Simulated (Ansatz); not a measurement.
Reaction (formal exchange of groups at the Si–F bond): `FC[SiH](F)S` + SiH₄ → `FC[SiH]([SiH3])S` + H–F

Computed with Ansatz on PBE0-D4/def2-TZVP structures; ΔE is electronic, products minus reactants. CCSD(T)/CBS is the MP2 limit (def2-TZVPP, def2-QZVPP) plus CCSD(T) − MP2 in def2-TZVPP, frozen cores. This one scheme is used for every species. DFT in def2-TZVPP. B3LYP here is the variant with VWN-RPA as its local correlation; programs differ in this. One conformer a species, not always the lowest.

**Question.** Is it downhill or uphill in electronic energy at CCSD(T)/CBS, and by how much? (Best estimate.)

**Answer.** The calculation gave: Uphill: ΔE = +140.3 kJ/mol.

**Question.** What do these levels give: LDA (SPW92), revPBE-D4, BLYP-D4, CAM-B3LYP-D4, ωB97X-V, B2PLYP, B3LYP, BHLYP, RPA@PBE/def2-TZVPP, MP2/def2-TZVPP, CCSD/def2-TZVPP, HF/def2-QZVPP? (Estimate.)

**Answer.** Ansatz gave: LDA (SPW92) 130.9, revPBE-D4 120.7, BLYP-D4 142.4, CAM-B3LYP-D4 155.5, ωB97X-V 146.6, B2PLYP 153.9, B3LYP 154.7, BHLYP 162.5, RPA@PBE/def2-TZVPP 144.4, MP2/def2-TZVPP 146.2, CCSD/def2-TZVPP 146.9, HF/def2-QZVPP 174.9 kJ/mol.

Largest T1 diagnostic among the species: 0.012.

Leaving LDA and LC-ωPBE aside and taking each functional with its dispersion term where it has one, the values spread over 34.8 kJ/mol, from revPBE-D4 to CAM-B3LYP-D4. From BLYP to BHLYP (50 % exact exchange), in def2-TZVPP and without D4, ΔE moves by +9.2 kJ/mol.
